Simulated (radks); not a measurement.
Q: All-electron atom: a nucleus of charge 25.3 with 25 electrons in [Ar] 3d5 4s2. All-electron calculation, non-relativistic Kohn-Sham, r2SCAN, spin-polarised, spherical densities, point nucleus; open shells are filled with parallel spins first; meta-GGA in the generalised Kohn-Sham scheme. Program: a radial shooting solver on a logarithmic mesh with Libxc functionals. Some entries of the table are withheld. Estimate them.

| orbital | occ. | eigenvalue (eV) | <r> (bohr) |
|---|---|---|---|
| 1s down | 1 | -6565.467 | 0.06083 |
| 1s up | 1 | -6565.440 | 0.06083 |
| 2s up | 1 | -767.6931 | 0.2783 |
| 2s down | 1 | -764.7028 | 0.2776 |
| 2p up | 3 | -658.2050 | 0.2449 |
| 2p down | 3 | -655.9604 | 0.2441 |
| 3s up | 1 | -95.9272 | 0.8443 |
| 3s down | 1 | -88.9675 | 0.8490 |
| 3p up | 3 | -63.9680 | 0.8886 |
| 3p down | 3 | -57.0277 | 0.8968 |
| 3d up | 5 | (1) | 1.112 |
| 4s up | 1 | (2) | (3) |
| 4s down | 1 | (4) | (5) |
| 3d down | 0 | (6) | 1.280 |

A: 
(1) 3d up eigenvalue (eV): -13.1335
(2) 4s up eigenvalue (eV): -8.0532
(3) 4s up <r> (bohr): 2.837
(4) 4s down eigenvalue (eV): -6.8776
(5) 4s down <r> (bohr): 3.159
(6) 3d down eigenvalue (eV): -6.7698
